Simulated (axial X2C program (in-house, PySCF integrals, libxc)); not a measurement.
## What spin–orbit coupling does to TiBr⁻

Computed with an axial X2C code built on PySCF integrals. Spin-free means the one-electron spin-free X2C Hamiltonian; two-component (2c) means X2C with spin–orbit coupling and atomic mean-field two-electron Coulomb and Gaunt terms, so the difference of the two also holds small scalar two-electron terms. Basis: Br dyall-acv3z [9s10p7d5f1g], Ti dyall-acv3z [11s11p7d4f2g] (cores contracted in-house); Gaussian nuclei, density fitting, unrestricted open shells. Masses: Br 78.918 u, Ti 47.948 u.

Spin-free state: M_S = 1, Λ = 3 (beyond evenly filled blocks: π+α, δ+α); fragments Br- + Ti.

```csv
level,Re (Å),ωe (cm⁻¹),De (eV),μ (D)
PBE0,2.512,240.1,1.714,-5.60
HF,2.661,206.1,1.292,-6.31
CCSD,2.605,217.8,1.541,n/a
CCSD(T),2.598,218.7,1.554,n/a
PBEsol,2.439,259.6,n/a,-5.86
```

Correlated methods: 12 electrons correlated (number of frozen shells: Br 3 s, 2 p, 1 d; Ti 3 s, 2 p), 344 virtual spin orbitals or spinors in MP2, 90 natural virtuals in coupled cluster.

Dipoles are positive if Ti is the positive end and refer to the centre of mass.

Two-component determinant lowest at the distance of the search:

Ω = 2 (⟨Sz⟩ = -1.00, ⟨Lz⟩ = 3.00 at HF); fragments Br- + Ti.

```csv
level,Re (Å),ωe (cm⁻¹),De (eV),μ (D)
PBE0,2.511,240.4,n/a,-5.62
HF,2.661,206.1,n/a,-6.31
CCSD,2.605,217.9,n/a,n/a
CCSD(T),2.598,218.9,1.561,n/a
PBEsol,2.439,259.9,n/a,-5.88
```

Task: From the two tables, how do the constants change at the CCSD(T) level (2c against spin-free)?

Result: At the CCSD(T) level Re is unchanged within 0.001 Å and ωe is unchanged to within 0.2 cm⁻¹; De is not compared, since the atomic limits differ or miss part of their spin–orbit lowering.

The state is one determinant whose occupation by symmetry is held fixed; it was picked as the lowest of a PBE0 search that is not exhaustive. De is counted from the lowest determinant-based energies of the atoms at the same level, without counterpoise correction. De is not given where an atomic determinant may have missed its ground term or J level, or where the truncated virtual space spoils (T). Density functionals use the spin component along the axis (collinear). CCSD and (T) use frozen natural virtuals with an MP2 correction for the truncation; (T) itself is uncorrected, so its De runs slightly low. The 2c atoms are single determinants rather than J levels; their spin–orbit lowering is only partly caught, and De is too large by that part. This holds for CCSD(T). PBE0 can misorder states that lie within some tenths of an eV, so this need not be the ground state of the molecule. The nearest other spin-free determinant of the search, M_S = 1, Λ = 0, lies 0.04 eV up at the distance of the search. Without a current term, density functionals place determinants with orbital angular momentum somewhat too high. With several unpaired electrons one determinant need not be a pure state. The outer-core s and p shells of the metal are frozen in the correlated rows, which leaves out core–valence correlation; for alkali and alkaline-earth bonds that tends to lengthen them. At some level and bond length an empty orbital lies below a filled one. The highest occupied level of some functionals is positive through self-interaction error; at Hartree–Fock it is bound. The determinant is spin-polarised beyond a pure state at some levels (its spin-free form has ⟨S²⟩ too high), which makes Re and μ there less reliable. With the outer-core shells frozen, correlated bond lengths of heavy atoms tend to come out a few hundredths of an ångström too long. Hartree–Fock gets electron affinities wrong, so its lowest charge split need not be the true one.
